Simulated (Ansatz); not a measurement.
The same path of H2O + H4O2Si (10 atoms, charge 0, multiplicity 1) was run twice with different band settings. Lost on the way: Si1–H2, O8–H10. Made: Si1–O8, H2–H10.

These are results of RKS r2SCAN-D4/def2-SVP in Ansatz 0.2.0, not measurements.

Relaxed end points:

```xyz
10
Properties=species:S:1:pos:R:3
Si -0.324 -0.275 0.082
H -0.523 -0.299 1.544
O 1.322 -0.169 -0.245
H 1.647 -0.720 -0.967
O -1.206 0.998 -0.494
H -1.274 1.107 -1.449
H -0.771 -1.553 -0.561
O 1.426 2.003 1.438
H 1.773 1.439 0.728
H 1.572 1.454 2.220
```

```xyz
10
Properties=species:S:1:pos:R:3
Si 0.558 -0.350 -0.205
H -0.893 2.257 2.450
O 1.708 -0.385 -1.392
H 1.409 -0.106 -2.266
O -0.558 0.760 -0.735
H -1.341 0.896 -0.188
H -0.070 -1.662 0.068
O 1.286 0.063 1.223
H 1.944 0.768 1.167
H -0.402 1.746 2.174
```

Common settings: movable images 5; climbing image yes; spring 5.0 eV/Å²; optimiser quadratic models (default); start path through a guess of the saddle point; iteration limit 60; end points relaxed.

| run | force threshold |
| --- | --- |
| 1 | 0.05 eV/Å |
| 2 | 0.2 eV/Å |

(1) What does each run give, and how far can it be trusted?

## Answers

(1) Run 1: converged after 27 iterations, highest image 1.298 eV above the first end. Neighbouring images differ by up to 1.7 eV, so the band resolves the path poorly. A vibrational analysis at the climbing image gives 2 clearly imaginary modes (1025i, 41i cm⁻¹): a point of higher order. A lower path may pass nearby, or the ends, which weren't checked, may share the extra mode.
Run 2: converged after 14 iterations, highest image 1.305 eV above the first end. The threshold of 0.2 eV/Å is loose, so the images may lie well off the minimum-energy path. Neighbouring images differ by up to 1.8 eV, so the band resolves the path poorly. The order of the point at the top wasn't checked.
The orbitals stay closed-shell, which can raise the energy where a bond breaks towards radicals; this wasn't checked here.
